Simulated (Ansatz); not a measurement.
Molecule: sum formula FeBrCl (charge 0, quintet). The spin state was set by rule; other spins were not relaxed. 
Geometry from a B3LYP-D3(BJ)/def2-TZVP (Ansatz, an electronic-structure program) optimisation:
```
Fe
Cl 1 2.1444
Br 1 2.2922 2 180.00
```
Charge 0, spin multiplicity 5.

Computed values are from Ansatz. Valence correlation only, unless marked. UHF or UKS for open shells. No spin-orbit coupling. The frozen core is the preceding noble-gas configuration, with the filled d and f shells of earlier blocks. No relativistic terms. CBS(X,Y): correlation extrapolated as X^-3; Hartree-Fock from the larger set. [CCSD(T)-MP2]/basis is that difference in the basis named.

### Question
What is the vertical ionisation energy (to the sextet) at RI-MP2/CBS(def2-TZVPPD,def2-QZVPPD)+[CCSD(T)-MP2]/def2-TZVPPD?

### Answer
10.17 eV.

### Question
What is the total energy at RI-MP2/CBS(def2-TZVPPD,def2-QZVPPD)+[CCSD(T)-MP2]/def2-TZVPPD?

### Answer
-4295.3008 Eh.

### Question
What is the dipole moment at CCSD(T)/def2-SVPD?

### Answer
0.08 D.

### Question
What is the atomisation energy De at RI-MP2/CBS(def2-TZVPPD,def2-QZVPPD)+[CCSD(T)-MP2]/def2-TZVPPD?

### Answer
759.8 kJ/mol.

### Question
What is the T1 diagnostic at CCSD/def2-TZVPPD?

### Answer
0.024.
